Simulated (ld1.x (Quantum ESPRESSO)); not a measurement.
## Co: variants of one TM semilocal potential

Base potential:

| Quantity | Value |
| --- | --- |
| Element | cobalt (Co) |
| Generator | ld1.x (Quantum ESPRESSO) 7.5 |
| Type | norm-conserving Troullier–Martins (semilocal form) |
| Functional | PBE |
| Relativity | scalar-relativistic |
| Frozen core | [Ne] |
| Valence charge | 17 |
| Reference configuration | 3s2 3p6 3d7 4s0 4p0 (charge +2) |
| Partial waves | 3p (bound): rc 1.20 bohr; 3d (bound): rc 1.00 bohr; 3s (bound): rc 0.80 bohr |
| Local potential | the s channel |
| Core correction | Bessel-smoothed model core inside 0.35 bohr |

Cutoffs, loose and tight: the cutoffs (Ry, on a coarse ladder) from which the occupation-weighted sum of valence levels, in a spherical-Bessel basis at the reference potential, stays within 10 and 1 mRy of its value at 400 Ry. They do not see the model core or the augmentation charge, which bear on the density cutoff. Test errors are all-electron minus pseudo excitation energies from the reference, over the configurations 3s2 3p6 3d7 4s2 4p0; 3s2 3p6 3d7 4s1 4p0; 3s2 3p6 3d6 4s0 4p0; 3s2 3p6 3d6 4s2 4p1; 3s2 3p6 3d7 4s0 4p2; 3s2 3p6 3d5 4s0 4p0; 3s2 3p5 3d7 4s2 4p0. A dash means not determined; rows that change the core or the reference have their own tests.

A semilocal file is local in each channel, so a ghost entry of none says nothing of the separable form that plane-wave codes build from it.

| change | outcome | cutoff, loose | cutoff, tight | bound ghosts | largest test error (meV) |
| --- | --- | --- | --- | --- | --- |
| base | generated | 230 Ry | over 300 Ry | none | +226 |
| all radii but the core radius scaled by about 0.74 (s 0.60, p 0.88, d 0.74 bohr) | generated | over 300 Ry | over 300 Ry | none | +214 |
| all radii but the core radius scaled by about 0.83 (s 0.66, p 1.00, d 0.82 bohr) | generated | 300 Ry | over 300 Ry | none | +166 |
| all radii but the core radius scaled by about 1.10 (s 0.88, p 1.32, d 1.10 bohr) | generated | 180 Ry | over 300 Ry | none | +367 |
| all radii but the core radius scaled by about 1.18 (s 0.94, p 1.42, d 1.18 bohr) | generated | 180 Ry | 300 Ry | none | +519 |
| all radii but the core radius scaled by about 1.28 (s 1.02, p 1.54, d 1.28 bohr) | generated | 160 Ry | 260 Ry | none | +1001 |
| all radii but the core radius scaled by about 1.35 (s 1.08, p 1.62, d 1.36 bohr) | generated | 140 Ry | 230 Ry | none | +1363 |

Problem. What comes out with this change to the base: all radii but the core radius scaled by about 0.96 (s 0.76, p 1.16, d 0.96 bohr)?

Solution. outcome: generated; cutoff, loose: 230 Ry; cutoff, tight: over 300 Ry; bound ghosts: none; largest test error (meV): +191.

Problem. What comes out with this change to the base: all radii but the core radius scaled by about 1.05 (s 0.84, p 1.26, d 1.04 bohr)?

Solution. outcome: generated; cutoff, loose: 200 Ry; cutoff, tight: over 300 Ry; bound ghosts: none; largest test error (meV): +282.

Reading the sweep of the scale of all radii but the core radius (base = 1) (base included, trends over the rows without a ghost): The loose cutoff falls from 300 Ry at 0.83 to 140 Ry at 1.35. A larger radius leaves more room for a smooth pseudo-wave, so fewer plane waves are needed; a smaller one forces it to follow the all-electron wave where it bends sharply. The median size of the test errors (rows with all tests solved) rises from 81.2 meV at 0.74 to 522.8 meV at 1.35, with one reversal. More of the atom is replaced by a form fitted at one configuration, so other configurations suffer as the radius grows.
